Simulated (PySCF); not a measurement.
Cartesian coordinates (Å):
SMILES: F[B]F
```xyz
3

F     -1.1376    -0.2142     0.0000
B     -0.0001     0.4279     0.0000
F      1.1376    -0.2137     0.0000
```
Charge 0, spin multiplicity 2.

Task: What is the computed highest occupied spin orbital, total energy and dipole moment (PBE0-D4/def2-TZVP in PySCF 2.14.0)?

Result: 
The highest occupied spin orbital is -7.26 eV and the total energy is -224.4465 Ha. The dipole moment is 0.057 e·Å.
